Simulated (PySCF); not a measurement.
Isomers of C2H15NSi4.

All values: PBE0/pcSseg-1 (PySCF) at GFN2-xTB geometries, gas phase, one conformer each.

**Question.** Rank by the highest IAO charge on any atom, lowest value first.
A. `[NH2:1][Si@H:2]([CH2:3][SiH3:4])[CH2:5][SiH2:6][SiH3:7]` with H–N1–Si2–C3 73° and -64°, N1–Si2–C3–Si4 178°, N1–Si2–C5–Si6 -53°, Si2–C5–Si6–Si7 68°
B. `[CH3:1][N:2]([CH3:3])[Si@H:4]([SiH3:5])[SiH2:6][SiH3:7]` with C1–N2–Si4–Si5 -75°, N2–Si4–Si6–Si7 -34°
C. `[CH3:1][SiH2:2][SiH:3]([NH:4][SiH3:5])[SiH2:6][CH3:7]` with C1–Si2–Si3–N4 31°, Si2–Si3–N4–Si5 61°, Si2–Si3–Si6–C7 44°
D. `[CH3:1][N:2]([CH3:3])[SiH2:4][SiH:5]([SiH3:6])[SiH3:7]` with C1–N2–Si4–Si5 -156°, N2–Si4–Si5–Si6 36°

**Answer.** B (+0.477 e), D (+0.628 e), C (+0.746 e), A (+1.034 e).

**Question.** Rank by HOMO–LUMO gap, highest first.
A. `[CH3:1][N:2]([CH3:3])[Si@H:4]([SiH3:5])[SiH2:6][SiH3:7]` with C1–N2–Si4–Si5 -75°, N2–Si4–Si6–Si7 -34°
B. `[CH3:1][SiH2:2][SiH:3]([NH:4][SiH3:5])[SiH2:6][CH3:7]` with C1–Si2–Si3–N4 31°, Si2–Si3–N4–Si5 61°, Si2–Si3–Si6–C7 44°
C. `[CH3:1][N:2]([CH3:3])[SiH2:4][SiH:5]([SiH3:6])[SiH3:7]` with C1–N2–Si4–Si5 -156°, N2–Si4–Si5–Si6 36°
D. `[NH2:1][Si@H:2]([CH2:3][SiH3:4])[CH2:5][SiH2:6][SiH3:7]` with H–N1–Si2–C3 73° and -64°, N1–Si2–C3–Si4 178°, N1–Si2–C5–Si6 -53°, Si2–C5–Si6–Si7 68°

**Answer.** D (7.41 eV), B (6.04 eV), C (5.91 eV), A (5.31 eV).

**Question.** Rank by dipole moment, highest first.
A. `[CH3:1][N:2]([CH3:3])[SiH2:4][SiH:5]([SiH3:6])[SiH3:7]` with C1–N2–Si4–Si5 -156°, N2–Si4–Si5–Si6 36°
B. `[NH2:1][Si@H:2]([CH2:3][SiH3:4])[CH2:5][SiH2:6][SiH3:7]` with H–N1–Si2–C3 73° and -64°, N1–Si2–C3–Si4 178°, N1–Si2–C5–Si6 -53°, Si2–C5–Si6–Si7 68°
C. `[CH3:1][N:2]([CH3:3])[Si@H:4]([SiH3:5])[SiH2:6][SiH3:7]` with C1–N2–Si4–Si5 -75°, N2–Si4–Si6–Si7 -34°
D. `[CH3:1][SiH2:2][SiH:3]([NH:4][SiH3:5])[SiH2:6][CH3:7]` with C1–Si2–Si3–N4 31°, Si2–Si3–N4–Si5 61°, Si2–Si3–Si6–C7 44°

**Answer.** B (1.99 D), A (1.35 D), C (1.16 D), D (0.86 D).

All values together:

```
                         SMILES  μ (D)  HOMO (eV)  LUMO (eV)  lowest IAO charge (e)  highest IAO charge (e)  lowest Hirshfeld charge (e)  highest Hirshfeld charge (e)
 CN(C)[SiH2][SiH]([SiH3])[SiH3]   1.35      -6.38      -0.47             -0.502 (N)             +0.628 (Si)                   -0.174 (N)                   +0.273 (Si)
CN(C)[Si@H]([SiH3])[SiH2][SiH3]   1.16      -6.26      -0.96             -0.492 (N)             +0.477 (Si)                   -0.176 (N)                   +0.222 (Si)
   C[SiH2][SiH](N[SiH3])[SiH2]C   0.86      -6.79      -0.75             -0.933 (N)             +0.746 (Si)                   -0.333 (N)                   +0.346 (Si)
  N[Si@H](C[SiH3])C[SiH2][SiH3]   1.99      -7.32       0.09             -0.848 (C)             +1.034 (Si)                   -0.305 (N)                   +0.393 (Si)
```

Conformers: `[CH3:1][N:2]([CH3:3])[SiH2:4][SiH:5]([SiH3:6])[SiH3:7]` with C1–N2–Si4–Si5 -156°, N2–Si4–Si5–Si6 36°; `[CH3:1][N:2]([CH3:3])[Si@H:4]([SiH3:5])[SiH2:6][SiH3:7]` with C1–N2–Si4–Si5 -75°, N2–Si4–Si6–Si7 -34°; `[CH3:1][SiH2:2][SiH:3]([NH:4][SiH3:5])[SiH2:6][CH3:7]` with C1–Si2–Si3–N4 31°, Si2–Si3–N4–Si5 61°, Si2–Si3–Si6–C7 44°; `[NH2:1][Si@H:2]([CH2:3][SiH3:4])[CH2:5][SiH2:6][SiH3:7]` with H–N1–Si2–C3 73° and -64°, N1–Si2–C3–Si4 178°, N1–Si2–C5–Si6 -53°, Si2–C5–Si6–Si7 68°.
